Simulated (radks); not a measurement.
Results of a calculation; reference values are marked as such.
All-electron atom: neutral gold in [Xe] 4f14 5d10 6s1 (the NIST ground configuration).

Code: a radial shooting solver on a logarithmic mesh with Libxc functionals. Model: Dirac Kohn-Sham, PBE, spin-unpolarised, spherical densities, point nucleus.

Energy parts (hartree):
| part | energy |
|---|---|
| total | -19048.0965 |
| kinetic | 21892.5356 |
| electron-nucleus | -47989.0340 |
| Hartree | 7413.9014 |
| exchange-correlation | -365.4995 |

Orbitals (lengths in bohr, moments of r in powers of bohr; <r^-3> diverges for s and p1/2; r(max) is where P^2 peaks):
orbital	occ.	eigenvalue (hartree)	r(max)	<r^-3>	small-component weight
1s1/2	2	-2964.072	0.01041	-	9.01e-02
2s1/2	2	-522.5430	0.06037	-	2.06e-02
2p1/2	2	-501.0033	0.04446	-	2.07e-02
2p3/2	4	-433.5348	0.05184	20510	1.84e-02
3s1/2	2	-123.3191	0.1699	-	6.89e-03
3p1/2	2	-113.6534	0.1586	-	6.83e-03
3p3/2	4	-98.76473	0.1736	4768	6.17e-03
3d3/2	4	-82.75405	0.1352	832.6	6.05e-03
3d5/2	6	-79.55489	0.1393	690.6	5.87e-03
4s1/2	2	-26.76530	0.3831	-	2.33e-03
4p1/2	2	-22.64548	0.3814	-	2.24e-03
4p3/2	4	-19.07527	0.4122	1147	1.98e-03
4d3/2	4	-12.34491	0.4052	179.5	1.78e-03
4d5/2	6	-11.68017	0.4147	145.5	1.71e-03
4f5/2	6	-3.05095	0.3733	30.26	1.34e-03
4f7/2	8	-2.91090	0.3779	28.75	1.31e-03
5s1/2	2	-3.97293	0.8490	-	5.85e-04
5p1/2	2	-2.63931	0.8975	-	5.00e-04
5p3/2	4	-2.03394	0.9777	190.2	4.20e-04
5d3/2	4	-0.28800	1.193	15.84	2.18e-04
5d5/2	6	-0.23194	1.234	12.10	1.99e-04
6s1/2	1	-0.21243	2.319	-	5.90e-05

The highest occupied level is 6s1/2 at -5.780 eV. For comparison, the ionisation energy in NIST's Atomic Spectra Database is 9.226 eV (measured). In exact Kohn-Sham theory the highest level is minus the ionisation energy, but local and semilocal functionals leave it too shallow, through self-interaction and a potential that decays too fast; potentials with the right tail come closer. The density falls to 0.001 e/bohr^3 at r = 4.28 bohr. Summed over all electrons, <r^2> = 60.24 bohr^2, which gives a Langevin (diamagnetic) susceptibility term of -47.7 x 10^-6 cm^3/mol.

Beside tabulated values, note that spin-unpolarised runs miss the spin-polarisation part of the exchange energy of open shells.
